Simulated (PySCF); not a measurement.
## Structure revision by computed shifts

A compound C6H4N2 gives the data below (simulated from a calculation) and was assigned the structure `N#Cc1ccccn1`.

$^{13}$C{$^{1}$H} NMR (computed): δ 156.8 (CH, 2C), 131.9 (CH, 2C), 125.6 (C), 123.1 (C).

$^{1}$H NMR (400 MHz, computed): δ 9.19 (d, 2H), 7.65 (d, 2H).

PySCF 2.14 calculation with geometry: GFN2-xTB and NMR shieldings at PBE0/pcSseg-1/GIAO; rapidly exchanging positions averaged, no relativistic terms, isolated molecule, a single conformation.

Chemical shifts δ = σref − σ; $^{1}$H and $^{13}$C vs TMS, all at this level.

(1) Compare with the shifts computed for the proposed structure, pairing carbons in order of shift.

(2) Which isomer fits?

## Answers

(1) Numbering as in the mapped SMILES `[N:1]#[C:2][c:3]1[cH:4][cH:5][cH:6][cH:7][n:8]1` (H(Xn): hydrogen on atom n).

```json
{"atom": "C7", "computed for proposal": "156.2", "given list": "156.8", "difference": "-0.6"}
{"atom": "C5", "computed for proposal": "142.5", "given list": "156.8", "difference": "-14.3"}
{"atom": "C3", "computed for proposal": "140.0", "given list": "131.9", "difference": "+8.1"}
{"atom": "C4", "computed for proposal": "137.0", "given list": "131.9", "difference": "+5.1"}
{"atom": "C6", "computed for proposal": "130.8", "given list": "125.6", "difference": "+5.2"}
{"atom": "C2", "computed for proposal": "123.0", "given list": "123.1", "difference": "-0.1"}
```

The rms difference is 7.4 ppm and the largest -14.3 ppm at C5 (aromatic CH). The proposal also would give 6 carbon signals, not 4. The carbon types in order of shift don't match either: CH, CH, C, CH, CH, C for the proposal against CH, CH, CH, CH, C, C in the data. The proposal doesn't fit.

(2) SMILES N#Cc1ccncc1.

- Carbon types of the structure: 2 × C, 4 × CH, which accounts for all hydrogens.
- δC 156.8: aromatic CH next to a ring nitrogen; the adjacent pyridine-type nitrogen withdraws density from it.
- δC 131.9: aromatic CH; the aromatic region.
- δC 123.1: nitrile carbon; C≡N carbons fall here, among the sp2 signals but without a proton.
- δH 9.19: hydrogen on an aromatic CH next to a ring nitrogen; ring current plus the neighbouring ring nitrogen.

Other isomers checked: N#Cc1cccnc1 (rms 7.7 ppm).

This is the structure that produced the data.

Shifts are as computed. Against solution values, carbons near 30 ppm lie about +3 ppm off and those near 130 ppm about +5 ppm. Of 1211 compounds with measured shifts, 218 miss one by over three times the rms of a fit or turn the order of signals round; such compounds aren't used in these exercises. Multiplicities follow the n + 1 count of equivalent neighbours, as no J values were calculated; m marks all less simple cases, F and P coupling included.
